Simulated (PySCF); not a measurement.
PySCF 2.14 output of an unrestricted HSE06 calculation on a single atom or ion in aug-cc-pwCVTZ-PP with ECP28MDF, with a scalar-relativistic core potential:

```
SCF conv_tol = 1e-09
number electrons alpha = 13  beta = 10
    J. Heyd, G. E. Scuseria, and M. Ernzerhof.,  J. Chem. Phys. 118, 8207 (2003)
    J. Heyd, G. E. Scuseria, and M. Ernzerhof.,  J. Chem. Phys. 124, 219906 (2006)
    A. V. Krukau, O. A. Vydrov, A. F. Izmaylov, and G. E. Scuseria.,  J. Chem. Phys. 125, 224106 (2006)
cycle= 1 E= -240.011157229079  delta_E= -0.00681  |g|= 0.0234  |ddm|= 1.15
cycle= 2 E= -240.011310638147  delta_E= -0.000153  |g|= 0.012  |ddm|= 0.156
cycle= 3 E= -240.01134165707  delta_E= -3.1e-05  |g|= 0.00252  |ddm|= 0.0539
cycle= 4 E= -240.011349744106  delta_E= -8.09e-06  |g|= 0.000561  |ddm|= 0.0452
cycle= 5 E= -240.011352335819  delta_E= -2.59e-06  |g|= 0.000164  |ddm|= 0.0259
cycle= 6 E= -240.011352655956  delta_E= -3.2e-07  |g|= 2.43e-05  |ddm|= 0.0106
cycle= 7 E= -240.011352658799  delta_E= -2.84e-09  |g|= 4.14e-06  |ddm|= 0.000725
cycle= 8 E= -240.011352658812  delta_E= -1.24e-11  |g|= 2.56e-07  |ddm|= 0.000108
converged SCF energy = -240.011352658812  <S^2> = 3.7524913  2S+1 = 4.0012455
```

The run itself started from symmetry-adapted Hartree-Fock orbitals and held the occupation by maximum overlap, on a logarithmic radial grid, so the iterations belong to that start.

Task: Which element, charge and spin multiplicity is this?

Result: Sb (antimony, neutral), multiplicity 4; the state was [Kr] 4d10 5s2 5p2 6s1, high-spin 4P determinant (an excited configuration).

Energies and moments cover only the electrons outside the core potential. The outer electron is Rydberg-like, and this basis confines it to a smaller radius and binds it less than a complete one would.
